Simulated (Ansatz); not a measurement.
Isolated molecules relaxed with PBE0-D4/def2-TZVP in Ansatz; ΔE leaves out vibrations. CBS: MP2 limit from def2 TZ/QZ plus the TZ coupled-cluster correction, frozen cores. Functionals use def2-TZVPP. B3LYP here is the variant with VWN-RPA as its local correlation; programs differ in this. For Ge outer-core shells are correlated without core-valence functions, which leaves a few kJ/mol of doubt a bond. Scalar relativity is left out up to krypton. One conformer a species, not always the lowest.

Reaction (ligand exchange at a Ge–S bond): `CC#C[S][GeH3]` + `CBS` → `CB[S][GeH3]` + `CC#CS`

`CC#C[S][GeH3]`:

```xyz
11

C     0.290    1.114    2.286
C    -0.195    0.197    1.275
C    -0.601   -0.569    0.436
S    -1.201   -1.663   -0.690
Ge   -0.063   -0.903   -2.461
H     0.790    0.581    3.099
H     1.010    1.815    1.855
H    -0.528    1.699    2.715
H    -0.454    0.560   -2.708
H     1.438   -1.027   -2.174
H    -0.487   -1.802   -3.631
```

`CBS`:

Z-matrix (Å, degrees):
```
C
B 1 1.558
H 1 1.096 2 109.5
H 1 1.096 2 109.6 3 115.0
H 1 1.092 2 115.2 3 -122.5
S 2 1.782 1 119.7 3 122.5
H 2 1.195 1 121.8 3 -57.5
H 6 1.343 2 98.9 1 -180.0
```

`CB[S][GeH3]`:

```xyz
11

C    -1.674    0.401   -1.460
B    -0.471    0.313   -0.473
S    -0.074   -1.234    0.328
Ge    1.696   -0.625    1.548
H    -2.373    1.174   -1.118
H    -2.225   -0.530   -1.600
H    -1.318    0.747   -2.438
H     0.201    1.279   -0.240
H     1.274    0.464    2.543
H     2.798   -0.106    0.616
H     2.166   -1.882    2.293
```

`CC#CS`:

Cartesian coordinates in Å:
```
C -1.195 0.395 -0.796
C -0.114 -0.042 0.063
C 0.792 -0.400 0.773
S 1.951 -0.950 1.858
H -2.124 0.479 -0.225
H -1.367 -0.306 -1.617
H -0.981 1.377 -1.224
H 3.036 -0.554 1.167
```

| level | ΔE (kcal/mol) | difference from CCSD(T)/CBS |
| --- | --- | --- |
| PBE-D4 | 2.5 | 0.5 |
| r2SCAN-D4 | 2.4 | 0.4 |
| PBE0-D4 | 2.3 | 0.3 |
| B3LYP-D4 | 2.5 | 0.5 |
| ωB97X-V | 2.1 | 0.1 |
| ωB97M-V | 2.0 | 0.0 |
| B2PLYP | 2.4 | 0.4 |
| PBE | 2.4 | 0.4 |
| r2SCAN | 2.4 | 0.4 |
| PBE0 | 2.2 | 0.2 |
| B3LYP | 2.4 | 0.4 |
| HF/def2-TZVPP | 1.9 | -0.1 |
| MP2/def2-TZVPP | 2.5 | 0.5 |
| SCS-MP2/def2-TZVPP | 2.3 | 0.3 |
| CCSD/def2-TZVPP | 2.0 | 0.0 |
| CCSD(T)/def2-TZVPP | 2.1 | 0.1 |
| HF/def2-QZVPP | 1.9 | -0.1 |
| MP2/def2-QZVPP | 2.4 | 0.4 |
| SCS-MP2/def2-QZVPP | 2.2 | 0.2 |
| HF/CBS(def2) | 1.9 | -0.1 |
| MP2/CBS(def2) | 2.4 | 0.4 |
| CCSD/CBS(def2) | 1.9 | -0.1 |
| CCSD(T)/CBS | 2.0 | 0 |

Largest T1 diagnostic among the species: 0.013.
